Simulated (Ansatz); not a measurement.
`[NH2][GeH2][O]BF` + `O[SiH3]` → `FBO[SiH3]` + `[NH2][GeH2][OH]`  (ligand exchange at a B–O bond)

Computed with Ansatz on PBE0-D4/def2-TZVP structures; ΔE is electronic, products minus reactants. CBS: MP2 limit from def2 TZ/QZ plus the TZ coupled-cluster correction, frozen cores. DFT in def2-TZVPP. HSE06 is defined as in plane-wave codes. For Ge outer-core shells are correlated without core-valence functions, which leaves a few kJ/mol of doubt a bond. Scalar relativity is left out up to krypton. One conformer a species, not always the lowest.

```csv
level,ΔE (kJ/mol),difference from CCSD(T)/CBS
LDA (SPW92),16.8,2.7
BLYP-D4,15.2,1.1
r2SCAN-D4,14.9,0.8
PBE0-D4,15.3,1.2
r2SCANh-D4,14.8,0.7
r2SCAN0-D4,14.6,0.5
BHLYP-D4,14.3,0.2
B2PLYP,15.4,1.3
r2SCAN,14.7,0.6
PBE0,14.8,0.7
HSE06,14.8,0.7
BHLYP,13.7,-0.4
HF/def2-SVP,14.9,0.8
MP2/def2-SVP,19.6,5.5
CCSD(T)/def2-SVP,19.0,4.9
MP2/def2-TZVPP,17.2,3.1
CCSD(T)/CBS,14.1,0
```

Largest T1 diagnostic among the species: 0.013.

In def2-TZVPP, CCSD(T) changes the Hartree–Fock value by +4.8 kJ/mol (the triples alone add +0.9 kJ/mol) and MP2 by +5.2 kJ/mol. At CCSD(T), def2-SVP lies +4.9 kJ/mol from the extrapolated value and def2-TZVPP +2.6 kJ/mol. Leaving LDA and LC-ωPBE aside and taking each functional with its dispersion term where it has one, the values, not all of them listed here, spread over 1.8 kJ/mol, from BHLYP-D4 to ωB97M-V.
